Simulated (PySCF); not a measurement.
CF, SMILES [C]F (connectivity only; charge and spin as stated), charge +1, multiplicity 1. Geometry optimised at PBE0-D3(BJ)/def2-TZVPD.

TDA-B3LYP/def2-TZVPD run with PySCF puts the lowest singlet excitations at 8.44, 8.44, 11.72, 11.98, 11.98, 15.12 eV.

Task: What are the lowest excitation roots from ADC(2)/aug-cc-pVDZ run with PySCF? (An estimate is asked for; the answer gives what the named calculation found.)

Result: 8.49, 8.49, 11.75, 11.82, 11.82, 13.66 eV. S1 differs by 0.04 eV (second minus first; roots are paired by order, and the bases may differ).
